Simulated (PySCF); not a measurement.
**How methods differ on the ionisation energy of Ag⁴¹⁺**

Ag⁴¹⁺ [He] 2s2 2p2 (3P) → Ag⁴²⁺ [He] 2s2 2p1 (2P), as a difference of total energies. Computed with PySCF 2.14 in an uncontracted even-tempered set (19 s from 17 bohr⁻², ratio 2.2; 12 p from 22 bohr⁻², ratio 2.2; 6 d from 87 bohr⁻², ratio 2.4; 5 f from 130 bohr⁻², ratio 2.4; 4 g from 200 bohr⁻², ratio 2.4), with the spin-free X2C one-electron Hamiltonian (Gaussian nucleus). Correlated levels: nothing frozen; virtual orbitals above 40 to 60 times the deepest correlated orbital energy dropped. The calculations carry no spin-orbit coupling.

| method | ionisation energy (eV) |
| --- | --- |
| UHF | 6458.8 |
| LDA | 6454.6 |
| PBE | 6457.5 |
| PBE0 | 6458.1 |
| r2SCAN | 6461.2 |
| MN15 | 6460.3 |
| r2SCANh | 6461.1 |
| MP2 (all electrons) | 6458.4 |
| SCS-MP2 (all electrons) | 6457.9 |

Spin-orbit coupling is strong in these open shells (close to jj coupling). The scalar numbers leave it out and a first-order estimate fails, so it can dominate the gap to the real levels.

For this ion Breit and QED terms and the two-electron picture change, all absent here, outweigh the differences among the correlated methods.

For comparison: 6551 ± 7 eV (semi-empirical (NIST evaluation); NIST Atomic Spectra Database, ionization energies).
